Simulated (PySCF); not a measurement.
## `C=C(C)[SiH2]SC(=C=O)C=O`: 4 charge schemes on one density

Compound: C₆H₈O₂SSi.
SMILES with atom numbers: `[CH2:1]=[C:2]([CH3:3])[SiH2:4][S:5][C:6](=[C:7]=[O:8])[CH:9]=[O:10]` (hydrogens: H11, H12 on C1; H13, H14, H15 on C3; H16, H17 on Si4; H18 on C9)

Cartesian coordinates in Å at the GFN2-xTB level; atoms count from 1:
```xyz
18
C6H8O2SSi angstrom
C     -1.5232    1.4761   -1.4801
C     -1.2740    0.4364   -0.6985
C     -1.8685    0.3279    0.6750
Si    -0.1996   -1.0022   -1.2831
S      0.8230   -2.0297    0.3797
C      1.9301   -0.7533    0.9869
C      2.5406   -1.0553    2.1091
O      3.0483   -1.3757    3.0942
C      2.0707    0.4531    0.2341
O      1.4661    0.6760   -0.7959
H     -1.1021    1.5575   -2.4663
H     -2.1556    2.2925   -1.1635
H     -2.4481   -0.5909    0.7607
H     -2.5160    1.1756    0.8911
H     -1.0816    0.2882    1.4292
H     -1.1330   -2.1304   -1.4796
H      0.6435   -0.9310   -2.4624
H      2.7707    1.1914    0.6510
```

Density: PBE0/pcSseg-1 (PySCF); schemes: Mulliken, IAO, Hirshfeld and ESP-fitted. Geometry: GFN2-xTB, one conformer, isolated molecule.

**Question.** Give the atomic charges in each scheme.

**Answer.** In e:

```json
{"atom": "C1", "environment": "terminal =CH2 carbon", "Mulliken": "-0.070", "IAO": "-0.303", "Hirshfeld": "-0.103", "ESP-fitted": "-0.582"}
{"atom": "C2", "environment": "fully substituted alkene carbon", "Mulliken": "-0.606", "IAO": "-0.239", "Hirshfeld": "-0.082", "ESP-fitted": "+0.278"}
{"atom": "C3", "environment": "allylic carbon", "Mulliken": "-0.169", "IAO": "-0.414", "Hirshfeld": "-0.122", "ESP-fitted": "-0.479"}
{"atom": "Si4", "environment": "SiH2 silicon", "Mulliken": "+0.710", "IAO": "+0.715", "Hirshfeld": "+0.296", "ESP-fitted": "+0.137"}
{"atom": "S5", "environment": "sulfur bonded to C and Si", "Mulliken": "-0.149", "IAO": "-0.124", "Hirshfeld": "-0.078", "ESP-fitted": "-0.131"}
{"atom": "C6", "environment": "outer carbon of cumulated double bonds", "Mulliken": "-0.621", "IAO": "-0.338", "Hirshfeld": "-0.085", "ESP-fitted": "-0.523"}
{"atom": "C7", "environment": "central carbon of a ketene", "Mulliken": "+0.526", "IAO": "+0.485", "Hirshfeld": "+0.233", "ESP-fitted": "+0.643"}
{"atom": "O8", "environment": "oxygen bonded to C", "Mulliken": "-0.214", "IAO": "-0.226", "Hirshfeld": "-0.099", "ESP-fitted": "-0.271"}
{"atom": "C9", "environment": "aldehyde carbon", "Mulliken": "+0.448", "IAO": "+0.236", "Hirshfeld": "+0.114", "ESP-fitted": "+0.510"}
{"atom": "O10", "environment": "aldehyde oxygen", "Mulliken": "-0.415", "IAO": "-0.393", "Hirshfeld": "-0.162", "ESP-fitted": "-0.412"}
{"atom": "H11", "environment": "vinylic hydrogen", "Mulliken": "+0.107", "IAO": "+0.145", "Hirshfeld": "+0.043", "ESP-fitted": "+0.216"}
{"atom": "H12", "environment": "vinylic hydrogen", "Mulliken": "+0.103", "IAO": "+0.140", "Hirshfeld": "+0.043", "ESP-fitted": "+0.204"}
{"atom": "H13", "environment": "methyl hydrogen", "Mulliken": "+0.134", "IAO": "+0.153", "Hirshfeld": "+0.044", "ESP-fitted": "+0.127"}
{"atom": "H14", "environment": "methyl hydrogen", "Mulliken": "+0.113", "IAO": "+0.143", "Hirshfeld": "+0.045", "ESP-fitted": "+0.147"}
{"atom": "H15", "environment": "methyl hydrogen", "Mulliken": "+0.127", "IAO": "+0.145", "Hirshfeld": "+0.030", "ESP-fitted": "+0.134"}
{"atom": "H16", "environment": "Si–H hydrogen", "Mulliken": "-0.087", "IAO": "-0.148", "Hirshfeld": "-0.098", "ESP-fitted": "-0.052"}
{"atom": "H17", "environment": "Si–H hydrogen", "Mulliken": "-0.038", "IAO": "-0.110", "Hirshfeld": "-0.076", "ESP-fitted": "+0.018"}
{"atom": "H18", "environment": "formyl hydrogen", "Mulliken": "+0.102", "IAO": "+0.131", "Hirshfeld": "+0.058", "ESP-fitted": "+0.037"}
```

Mean size of the charges over all atoms: ESP-fitted 0.272 e, Mulliken 0.263 e, IAO 0.255 e, Hirshfeld 0.101 e. Each set sums to the total charge, 0, to within 0.001 e. The IAO scheme counts the electrons in orthogonalised intrinsic atomic orbitals, a minimal basis polarised so that it spans the occupied orbitals exactly. The Mulliken scheme counts on each atom the diagonal of the density matrix times the overlap matrix over that atom's basis functions.

Lowest charge. The schemes don't all agree: Mulliken C6 (-0.621); IAO C3 (-0.414); Hirshfeld O10 (-0.162); ESP-fitted C1 (-0.582).

Highest charge. The schemes don't all agree: Mulliken Si4 (+0.710); IAO Si4 (+0.715); Hirshfeld Si4 (+0.296); ESP-fitted C7 (+0.643).

**Question.** Sum the charges by element, for elements with more than one atom.

**Answer.** 
```json
{"element": "C", "atoms": "6", "Mulliken": "-0.492", "IAO": "-0.573", "Hirshfeld": "-0.045", "ESP-fitted": "-0.153"}
{"element": "O", "atoms": "2", "Mulliken": "-0.629", "IAO": "-0.618", "Hirshfeld": "-0.262", "ESP-fitted": "-0.683"}
{"element": "H", "atoms": "8", "Mulliken": "+0.560", "IAO": "+0.600", "Hirshfeld": "+0.089", "ESP-fitted": "+0.830"}
```

**Question.** How closely do the schemes follow one another over all atoms?

**Answer.** Correlation coefficient and root-mean-square difference: IAO with Hirshfeld 0.98, 0.183 e; Mulliken with IAO 0.90, 0.147 e; Mulliken with Hirshfeld 0.88, 0.241 e; IAO with ESP-fitted 0.77, 0.219 e; Hirshfeld with ESP-fitted 0.73, 0.260 e; Mulliken with ESP-fitted 0.63, 0.292 e.
